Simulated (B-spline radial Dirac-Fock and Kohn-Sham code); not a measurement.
## Relativistic shifts of the levels of Se¹¹⁺

System: the Se¹¹⁺ ion in the configuration [Ar] 3d5.

Both columns are ΔSCF binding energies of the configuration average from a radial atomic solver: non-relativistic Hartree-Fock with a point nucleus, and Dirac-Fock with a finite nucleus and the Coulomb interaction alone, averaged over the two j levels with weights 2j+1.

```csv
shell,Hartree-Fock (eV),Dirac-Fock (eV),shift (eV),shift (%)
1s,12802.3,13005.1,+202.80,+1.58
2s,1937.0,1983.1,+46.09,+2.38
2p,1761.2,1772.1,+10.98,+0.62
3s,503.3,512.5,+9.23,+1.83
3p,439.1,441.6,+2.56,+0.58
3d,338.9,337.7,-1.23,-0.36
```

Relativity binds 1s, 2s, 2p, 3s, 3p more strongly, among those listed most of all 2s in relative terms, and 3d more weakly, because the contracted s and p shells screen the nucleus better.

Values without a named source are computed, but for edge energies of neutral atoms, which are taken from tables.
